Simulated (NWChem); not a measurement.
Molecule: InH₃SeO₂; SMILES [OH][In]([OH])[SeH]

```xyz
7

In     0.0411     0.7016     0.0000
O     -1.6196     1.8087     0.0000
H     -1.4433     2.7564     0.0000
O      1.8656     1.5181     0.0000
H      1.8531     2.4819     0.0000
Se    -0.1288    -1.7834     0.0000
H      1.3398    -1.8819     0.0000
```
Atoms are numbered in this order, from 1.

Level: PBE0/def2-SVP with def2 effective core potentials on In (NWChem), optimised geometry, unscaled harmonic frequencies. This build's default masses of Se (78.918 u) and Br (79.917 u) are each other's, which moves their modes by up to 0.6 %. def2 effective core potentials on In; no spin-orbit coupling.

List the harmonic frequencies with IR intensities, and the thermochemistry.


| frequency (cm⁻¹) | IR intensity (km/mol) |
|---|---|
| 76 | 0.4 |
| 115 | 0.1 |
| 122 | 10.2 |
| 124 | 33.0 |
| 202 | 5.1 |
| 240 | 221.4 |
| 249 | 14.9 |
| 594 | 50.9 |
| 614 | 81.1 |
| 620 | 15.3 |
| 763 | 136.0 |
| 811 | 6.8 |
| 2455 | 4.6 |
| 3894 | 19.2 |
| 3895 | 97.4 |

```
Item                                                                                Value
-----------------------------------------------------------------------  ----------------
zero-point energy                                                           21.1 kcal/mol
thermal correction to the enthalpy at 298.15 K (with zero-point energy)     26.6 kcal/mol
heat capacity Cv                                                         23.5 cal/(mol K)
entropy at 298.15 K and 1 atm (symmetry number 1)                        91.2 cal/(mol K)
```

Rigid rotor and harmonic oscillator; modes under 100 cm⁻¹ make the entropy uncertain.
